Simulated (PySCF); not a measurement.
Tin: a sound run and one with changed settings

Sound run: Sn [Kr] 4d10 5s2 5p2, Sn⁺ [Kr] 4d10 5s2 5p1. Calculation: PySCF 2.14, in def2-TZVP with the def2 core potential (28 electrons); a scalar-relativistic core potential. The sound run starts from symmetry-adapted Hartree-Fock orbitals and uses a fine grid where one is needed.

A second run was set up differently.

| species | method | sound run (hartree) | changed run (hartree) | converged |
| --- | --- | --- | --- | --- |
| Sn | UHF | -213.33992 | -213.33992 | yes |
| Sn | MN15 | -213.79230 | -212.60254 | yes |
| Sn | LDA | -213.91032 | -214.39251 | yes |
| Sn⁺ | UHF | -213.08803 | -213.08803 | yes |
| Sn⁺ | MN15 | -213.52368 | -212.32967 | yes |
| Sn⁺ | LDA | -213.63803 | -214.11328 | yes |

Ionisation energy of Sn:

```tsv
method	sound run (eV)	changed run (eV)
UHF	6.854	6.854
MN15	7.310	7.425
LDA	7.409	7.598
```

What was changed?
A. radial grid too coarse
B. all electrons correlated in a valence basis
C. level shift left on
D. minimal basis

A. It used radial step 0.8 in ln r (0.13 in the sound run). A coarse radial grid mis-integrates the density and the exchange-correlation energy, with errors of either sign; Hartree-Fock needs no grid.
